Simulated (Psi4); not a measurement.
CH3S, charge -1, singlet, geometry from GFN2-xTB (a gas-phase anion, which may not be bound at this level). Base run: CCSD(T)/def2-SV(P) (Psi4).

The Psi4 input:
```
memory 2 GB

molecule {
-1 1
C    -0.03158867    1.10849493    0.00618882
S     0.01982142   -0.69556393   -0.00388339
H    -1.06837494    1.46368151   -0.03291479
H     0.43481506    1.50121040    0.91770101
H     0.50594923    1.51316136   -0.85978488
}

set {
  basis def2-sv(p)
}

energy('ccsd(t)')
print_variables()
```

The base run was repeated with changes; each row names its change, and settings that it needs were set with it.

```
change                ΔE vs base (kcal/mol)  MP2 correlation (Eh)  basis functions
--------------------  ---------------------  --------------------  ---------------
base                                  0.000              -0.26406               38
method = fno-ccsd(t)                  0.000              -0.26406               38
method = mp2                          21.83              -0.26388               38
method = lccd                          1.08              -0.26406               38
method = mp4                          0.594              -0.26406               38
method = dlpno-mp2                    21.88              -0.26380               38
freeze_core = on                       6.46              -0.25289               38
method = omp2                         20.44              -0.26388               38
cc_type = df                         -0.191              -0.26388               38
method = mp2.5                        14.64              -0.26388               38
```

A gas-phase anion may not be bound at this level; its values then depend on the basis.
